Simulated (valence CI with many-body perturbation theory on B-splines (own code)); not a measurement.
**E1 line list for Ba49+**

Method: relativistic CI+MBPT: five valence electrons over a frozen Dirac-Fock core [He], radial functions for each j: 9 s, 9 p, 8 d, 6 f, 3 g, 1 h, with the one-electron correlation potential Σ1, the two-electron term Σ2, the three-electron term Σ3, Breit, model QED; selected CI, second order for the rest (own B-spline code, finite nucleus).

No measured spectrum was set against this ion. As an estimate, large intervals hold to a few tenths of a per cent, small ones and those within an open d or f shell to about a per cent. Among the levels kept, up to 1200 cm⁻¹ of a level comes from second order outside the variational space, and about a tenth of that is noise between levels of different J, which matters for small intervals.

Lines 201 to 250 of 266 in falling wavelength, among levels below 5847.6 eV, chosen from the strongest by gf and those to the six lowest levels. Wavelengths and rates use the calculated energies. Electric multipoles are in the length gauge, E1 and E2 with the static RPA response of the core. Weak lines are less certain than strong ones. Lines between different terms over intervals too small for the method are left out, as are lines whose strength nearly cancels. The highest levels of a list are the least certain.

Levels are named by their leading jj configuration (3d3/2^4 stands for four electrons in 3d with j = 3/2), which in mixed levels can hold well under half, so a name can repeat and another be missing. Letters in brackets count levels of one name in rising energy.

```
λ vac (nm)                               Upper                       Lower   A (s⁻¹)  S (a.u.)
    0.2368  (2s 2p1/2^2 2p3/2 3p1/2) J=3/2 [b]  (2s^2 2p1/2 2p3/2^2) J=1/2  3.14e+12  8.24e-05
    0.2368  (2s^2 2p1/2 2p3/2 3d5/2) J=3/2 [a]  (2s^2 2p1/2 2p3/2^2) J=5/2  3.62e+13  9.49e-04
    0.2367  (2s^2 2p1/2 2p3/2 3d5/2) J=5/2 [a]  (2s^2 2p1/2 2p3/2^2) J=5/2  1.34e+14  5.27e-03
    0.2365  (2s^2 2p1/2 2p3/2 3d3/2) J=5/2 [b]  (2s^2 2p1/2 2p3/2^2) J=3/2  1.90e+13  7.44e-04
    0.2365  (2s^2 2p1/2 2p3/2 3d3/2) J=3/2 [b]  (2s^2 2p1/2 2p3/2^2) J=3/2  1.37e+13  3.58e-04
    0.2364          (2s^2 2p1/2^2 3d5/2) J=5/2  (2s^2 2p1/2^2 2p3/2) J=3/2  4.22e+14  1.65e-02
    0.2362  (2s^2 2p1/2 2p3/2 3d3/2) J=1/2 [b]  (2s^2 2p1/2 2p3/2^2) J=3/2  4.19e+13  5.46e-04
    0.2361  (2s^2 2p1/2 2p3/2 3d5/2) J=5/2 [b]  (2s^2 2p1/2 2p3/2^2) J=5/2  2.39e+14  9.33e-03
    0.2359  (2s^2 2p1/2 2p3/2 3d5/2) J=3/2 [a]  (2s^2 2p1/2 2p3/2^2) J=3/2  2.84e+14  7.36e-03
    0.2358  (2s^2 2p1/2 2p3/2 3d5/2) J=7/2 [b]  (2s^2 2p1/2 2p3/2^2) J=5/2  6.99e+14  3.62e-02
    0.2358  (2s^2 2p1/2 2p3/2 3d5/2) J=5/2 [a]  (2s^2 2p1/2 2p3/2^2) J=3/2  3.01e+14  1.17e-02
    0.2357  (2s^2 2p1/2 2p3/2 3d5/2) J=3/2 [b]  (2s^2 2p1/2 2p3/2^2) J=5/2  5.10e+13  1.32e-03
    0.2353  (2s 2p1/2^2 2p3/2 3p1/2) J=3/2 [b]  (2s^2 2p1/2 2p3/2^2) J=5/2  1.29e+12  3.31e-05
    0.2352  (2s^2 2p1/2 2p3/2 3d5/2) J=5/2 [b]  (2s^2 2p1/2 2p3/2^2) J=3/2  4.20e+14  1.62e-02
    0.2348  (2s^2 2p1/2 2p3/2 3d5/2) J=3/2 [b]  (2s^2 2p1/2 2p3/2^2) J=3/2  9.96e+12  2.54e-04
    0.2346      (2s^2 2p1/2 2p3/2 3d5/2) J=1/2  (2s^2 2p1/2 2p3/2^2) J=3/2  3.95e+13  5.03e-04
    0.2345      (2s 2p1/2^2 2p3/2 3p1/2) J=1/2  (2s^2 2p1/2 2p3/2^2) J=3/2  2.55e+12  3.24e-05
    0.2344  (2s 2p1/2^2 2p3/2 3p1/2) J=3/2 [b]  (2s^2 2p1/2 2p3/2^2) J=3/2  4.47e+12  1.14e-04
    0.2343  (2s 2p1/2^2 2p3/2 3p3/2) J=3/2 [a]  (2s^2 2p1/2 2p3/2^2) J=1/2  5.48e+11  1.39e-05
    0.2336  (2s 2p1/2^2 2p3/2 3p3/2) J=1/2 [a]  (2s^2 2p1/2 2p3/2^2) J=1/2  1.01e+11  1.27e-06
    0.2332      (2s 2p1/2^2 2p3/2 3p3/2) J=7/2  (2s^2 2p1/2 2p3/2^2) J=5/2  1.77e+12  8.87e-05
    0.2329             (2s^2 2p3/2^2 3s) J=3/2  (2s^2 2p1/2 2p3/2^2) J=1/2  4.30e+11  1.07e-05
    0.2329  (2s 2p1/2^2 2p3/2 3p3/2) J=3/2 [a]  (2s^2 2p1/2 2p3/2^2) J=5/2  4.97e+11  1.24e-05
    0.2326     (2s^2 2p1/2 2p3/2 3s) J=3/2 [a]  (2s^2 2p1/2^2 2p3/2) J=3/2  1.00e+13  2.48e-04
    0.2323  (2s 2p1/2^2 2p3/2 3p3/2) J=5/2 [a]  (2s^2 2p1/2 2p3/2^2) J=5/2  1.25e+12  4.63e-05
    0.2323         (2s^2 2p1/2 2p3/2 3s) J=1/2  (2s^2 2p1/2^2 2p3/2) J=3/2  1.43e+13  1.77e-04
    0.2320  (2s 2p1/2^2 2p3/2 3p3/2) J=3/2 [a]  (2s^2 2p1/2 2p3/2^2) J=3/2  3.17e+12  7.82e-05
    0.2318         (2s^2 2p1/2 2p3/2 3s) J=5/2  (2s^2 2p1/2^2 2p3/2) J=3/2  1.04e+13  3.85e-04
    0.2318             (2s^2 2p3/2^2 3s) J=5/2  (2s^2 2p1/2 2p3/2^2) J=5/2  4.77e+12  1.76e-04
    0.2316     (2s^2 2p1/2 2p3/2 3s) J=3/2 [b]  (2s^2 2p1/2^2 2p3/2) J=3/2  8.88e+12  2.18e-04
    0.2315             (2s^2 2p3/2^2 3s) J=3/2  (2s^2 2p1/2 2p3/2^2) J=5/2  1.38e+13  3.37e-04
    0.2314  (2s 2p1/2^2 2p3/2 3p3/2) J=5/2 [a]  (2s^2 2p1/2 2p3/2^2) J=3/2  4.19e+12  1.54e-04
    0.2313  (2s 2p1/2^2 2p3/2 3p3/2) J=1/2 [a]  (2s^2 2p1/2 2p3/2^2) J=3/2  4.46e+11  5.45e-06
    0.2313             (2s^2 2p3/2^2 3s) J=1/2  (2s^2 2p1/2 2p3/2^2) J=1/2  1.54e+13  1.88e-04
    0.2312  (2s 2p1/2^2 2p3/2 3p3/2) J=3/2 [b]  (2s^2 2p1/2 2p3/2^2) J=1/2  1.16e+12  2.83e-05
    0.2310  (2s 2p1/2^2 2p3/2 3p3/2) J=1/2 [b]  (2s^2 2p1/2 2p3/2^2) J=1/2  2.23e+11  2.71e-06
    0.2309             (2s^2 2p3/2^2 3s) J=5/2  (2s^2 2p1/2 2p3/2^2) J=3/2  2.55e+12  9.31e-05
    0.2306             (2s^2 2p3/2^2 3s) J=3/2  (2s^2 2p1/2 2p3/2^2) J=3/2  1.91e+12  4.63e-05
    0.2297  (2s 2p1/2^2 2p3/2 3p3/2) J=3/2 [b]  (2s^2 2p1/2 2p3/2^2) J=5/2  2.50e+10  5.99e-07
    0.2293  (2s 2p1/2^2 2p3/2 3p3/2) J=5/2 [b]  (2s^2 2p1/2 2p3/2^2) J=3/2  2.95e+12  1.05e-04
    0.2290             (2s^2 2p3/2^2 3s) J=1/2  (2s^2 2p1/2 2p3/2^2) J=3/2  1.69e+11  2.00e-06
    0.2289  (2s 2p1/2^2 2p3/2 3p3/2) J=3/2 [b]  (2s^2 2p1/2 2p3/2^2) J=3/2  1.17e+12  2.78e-05
    0.2287  (2s 2p1/2^2 2p3/2 3p3/2) J=1/2 [b]  (2s^2 2p1/2 2p3/2^2) J=3/2  1.61e+12  1.90e-05
    0.2217  (2s^2 2p1/2 2p3/2 3d3/2) J=3/2 [a]  (2s^2 2p1/2^2 2p3/2) J=3/2  1.28e+14  2.74e-03
    0.2216  (2s^2 2p1/2 2p3/2 3d3/2) J=5/2 [a]  (2s^2 2p1/2^2 2p3/2) J=3/2  1.11e+14  3.57e-03
    0.2215  (2s^2 2p1/2 2p3/2 3d3/2) J=1/2 [a]  (2s^2 2p1/2^2 2p3/2) J=3/2  1.36e+13  1.46e-04
    0.2213      (2s 2p1/2^2 2p3/2 3p1/2) J=5/2  (2s^2 2p1/2^2 2p3/2) J=3/2  2.79e+14  8.95e-03
    0.2213  (2s 2p1/2^2 2p3/2 3p1/2) J=3/2 [a]  (2s^2 2p1/2^2 2p3/2) J=3/2  8.22e+13  1.76e-03
    0.2205  (2s^2 2p1/2 2p3/2 3d3/2) J=5/2 [b]  (2s^2 2p1/2^2 2p3/2) J=3/2  2.30e+14  7.30e-03
    0.2204  (2s^2 2p1/2 2p3/2 3d3/2) J=3/2 [b]  (2s^2 2p1/2^2 2p3/2) J=3/2  3.76e+14  7.95e-03
```
